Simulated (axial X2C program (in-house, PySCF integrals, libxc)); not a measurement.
**Outer orbitals of GeSe at 2.138 Å, HF**

Computed with an in-house relativistic program for diatomic molecules. Spin-free means the one-electron spin-free X2C Hamiltonian; two-component (2c) means X2C with spin–orbit coupling and atomic mean-field two-electron Coulomb and Gaunt terms, so the difference of the two also holds small scalar two-electron terms. Basis: Se dyall-cv3z [8s9p6d4f1g], Ge dyall-cv3z [9s9p7d4f1g] (cores contracted in-house); Gaussian nuclei, density fitting, unrestricted open shells. Masses: Se 79.917 u, Ge 73.921 u.

The distance is close to the 2c PBE0 minimum; the highest filled and lowest empty levels are listed.

Spin-free orbitals, state M_S = 0, Λ = 0 (closed shell) (Löwdin shares):

```json
{"symmetry": "σα", "occupied": "yes", "ε (eV)": "-24.62", "atomic character": "65% Se s, 16% Ge s, 11% Ge p"}
{"symmetry": "σα", "occupied": "yes", "ε (eV)": "-16.12", "atomic character": "52% Ge s, 28% Se p, 12% Se s"}
{"symmetry": "σα", "occupied": "yes", "ε (eV)": "-10.03", "atomic character": "41% Se p, 40% Ge p, 15% Ge s"}
{"symmetry": "π-α", "occupied": "yes", "ε (eV)": "-9.60", "atomic character": "72% Se p, 21% Ge p, 5% Ge d"}
{"symmetry": "π+α", "occupied": "yes", "ε (eV)": "-9.60", "atomic character": "72% Se p, 21% Ge p, 5% Ge d"}
{"symmetry": "π+α", "occupied": "no", "ε (eV)": "0.30", "atomic character": "73% Ge p, 16% Se p, 5% Ge d"}
{"symmetry": "π-α", "occupied": "no", "ε (eV)": "0.30", "atomic character": "73% Ge p, 16% Se p, 5% Ge d"}
{"symmetry": "σα", "occupied": "no", "ε (eV)": "2.69", "atomic character": "67% Ge p, 14% Ge d, 8% Se p"}
{"symmetry": "σα", "occupied": "no", "ε (eV)": "4.52", "atomic character": "81% Ge s, 6% Se d, 5% Ge d"}
```

One partner of each degenerate Kramers or spin pair is listed.

Spinors with spin–orbit coupling (state Ω = 0):

| ω | occupied | ε (eV) | atomic character | λ mixture |
| --- | --- | --- | --- | --- |
| 1/2 | yes | -24.62 | 65% Se s, 16% Ge s, 11% Ge p | 100% σ |
| 1/2 | yes | -16.11 | 52% Ge s, 28% Se p, 12% Se s | 100% σ |
| 1/2 | yes | -10.07 | 45% Se p, 37% Ge p, 14% Ge s | 89% σ, 11% π |
| 1/2 | yes | -9.70 | 69% Se p, 23% Ge p, 4% Ge d | 89% π, 11% σ |
| 3/2 | yes | -9.47 | 72% Se p, 22% Ge p, 5% Ge d | 100% π |
| 1/2 | no | 0.26 | 74% Ge p, 16% Se p, 5% Ge d | 100% π |
| 3/2 | no | 0.36 | 72% Ge p, 17% Se p, 5% Ge d | 100% π |
| 1/2 | no | 2.70 | 67% Ge p, 14% Ge d, 8% Se p | 100% σ |
| 1/2 | no | 4.53 | 81% Ge s, 6% Se d, 5% Ge d | 100% σ |

One partner of each degenerate Kramers or spin pair is listed.

How does the gap between the highest filled and lowest empty level change from the spin-free to the 2c table?

From 9.90 to 9.73 eV at HF, a change of -0.17 eV.

Mulliken charges and populations of the two-component result (they depend on the basis, above all on diffuse functions):

Se -0.36 e (s 7.90 p 16.40 d 10.05 f 0.01), Ge 0.36 e (s 7.86 p 13.63 d 10.13 f 0.02).

One determinant describes the state; a PBE0 search over occupations chose it and may have missed a lower one.
